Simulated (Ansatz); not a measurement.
`BrBB1C=C1` + HCl → `ClB1C=C1` + `BBr` at 700 K and 1 bar (cleavage of the B–B bond).

Isolated molecules relaxed with PBE0-D4/def2-TZVP in Ansatz; ΔE leaves out vibrations. CBS: MP2 limit from def2 TZ/QZ plus the TZ coupled-cluster correction, frozen cores. This one scheme is used for every species. For Br outer-core shells are correlated without core-valence functions, which leaves a few kJ/mol of doubt a bond. Scalar relativity is left out up to krypton. One conformer a species, not always the lowest.

```tsv
species	CCSD(T)/CBS energy (Eh)	H − E (kJ/mol)	S (J/(mol·K))
`BrBB1C=C1`	-2700.77914	187.7	424.6
HCl	-460.38127	38.4	211.8
`ClB1C=C1`	-561.85804	138.5	340.5
`BBr`	-2599.32470	85.7	289.3
```

H − E and S are ideal-gas, rigid-rotor, harmonic terms from PBE0-D4/def2-TZVP, for one conformer and one mirror image of each species. 1 Eh = 2625.50 kJ/mol, R = 8.31446 J/(mol·K).

By hand: ΔE, ΔH, ΔS and ΔG.

ΔE = (-561.85804) + (-2599.32470) − (-2700.77914) − (-460.38127) = -0.02233 Eh = -58.6 kJ/mol. Δ(H − E) = 138.5 + 85.7 − 187.7 − 38.4 = -1.9, so ΔH = -60.5 kJ/mol. ΔS = 340.5 + 289.3 − 424.6 − 211.8 = -6.6 J/(mol·K). ΔG = -60.5 − 700 × (-6.6)/1000 = -55.9 kJ/mol.

By hand: the equilibrium constant, and the temperature at which ΔG would vanish if ΔH and ΔS stayed fixed.

log₁₀ K = −ΔG/(RT ln 10) = 4.2. ΔG = 0 at ΔH/ΔS = 9167 K, far beyond where these terms or the molecules hold.

The number of gas molecules stays the same, so ΔS is small and ΔH decides. A doubt of 5 kJ/mol in ΔE shifts log₁₀ K by 0.4 here. Other conformers and mirror images would add mixing entropy, several J/(mol·K) or more a flexible species. These are equilibria of isolated gas molecules and say nothing of rates. Largest T1 diagnostic: 0.012 (customary marks: 0.02 for closed shells, 0.045 for open ones).
